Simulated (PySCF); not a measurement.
A series of tetrahedral complexes of Different ions with SH ligands

All values are computed with PySCF: state-averaged CASSCF of the d shell with SC-NEVPT2, spin-free X2C, triple-zeta basis on the metal and double-zeta on the ligands, mean-field spin-orbit coupling; model geometries with bond lengths from ionic radii.

```tsv
complex	point group	M–L / Å	L–M–L / °	solvent
[Fe(SH)4]2-	S4	2.40	109	water
[Co(SH)4]2-	S4	2.37	109	water
[V(SH)4]-	S4	2.26	109	water
[Ti(SH)4]2-	S4	2.48	109	water
V(SH)4	S4	2.20	109	none
```

For V(SH)4 the d shell alone is too small an active space: its values show what this model gives and aren't sound predictions.

(1) Rank by the spin-orbit constant ζ, lowest first.
A. [Ti(SH)4]2-
B. [Co(SH)4]2-
C. [V(SH)4]-
D. [Fe(SH)4]2-
E. V(SH)4

(2) What are the ground states and moments?

In [Fe(SH)4]2-, [Co(SH)4]2-, [V(SH)4]-, [Ti(SH)4]2-, V(SH)4 the symmetry is lower than cubic, so the total splitting isn't 10Dq alone: it holds the effect of the lower symmetry too.

The tetrahedral shape is imposed. Real complexes may take another, with another ground state.

## Answers

(1) A (100 cm⁻¹), E (141 cm⁻¹), C (156 cm⁻¹), D (390 cm⁻¹), B (502 cm⁻¹).

(2) 
```csv
complex,shell,ground state (NEVPT2),total orbital splitting (CASSCF fit) / cm⁻¹,μeff(300 K) / μB
[Fe(SH)4]2-,d6,5B (from 5E),4327,5.11
[Co(SH)4]2-,d7,4B (from 4A2),4147,4.66
[V(SH)4]-,d2,3B (from 3A2),10598,2.81
[Ti(SH)4]2-,d2,3B (from 3A2),6602,2.89
V(SH)4,d1,2B (from 2E),15272,1.73
```
